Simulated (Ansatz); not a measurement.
Species: dibromo(chloro)borane, sum formula BBr$_{2}$Cl (charge 0, singlet). 
Geometry from a B3LYP-D3(BJ)/def2-TZVP (Ansatz, an electronic-structure program) optimisation:
```xyz
4

B     -0.0158     0.4056    -0.0030
Cl    -0.0835     2.1438    -0.0159
Br     1.6738    -0.4853    -0.0090
Br    -1.6310    -0.6139     0.0171
```
Charge 0, spin multiplicity 1.

Basis-set convergence of Hartree-Fock and CCSD(T) correlation energies (hartree) with Ansatz. Correlated levels leave the core frozen unless marked. Spin-orbit coupling is left out. Frozen are the shells of the preceding noble gas and the d and f shells that filled before the atom's block. No relativistic terms.

| basis | functions | E(HF) | E(corr, CCSD(T)) |
|---|---|---|---|
| def2-SVP | 96 | -5628.33539 | -0.50112 |
| def2-TZVPP | 169 | -5629.14654 | -0.67667 |
| def2-QZVPP | 305 | -5629.25838 | -0.73812 |

Extrapolating the two largest sets (X = 3 and 4) as X^-3: E(corr) = (64·(-0.73812) - 27·(-0.67667))/37 = -0.7830 Eh, an estimate of the basis-set limit. The largest set recovers 94.3 % of it, the smallest 64.0 %.
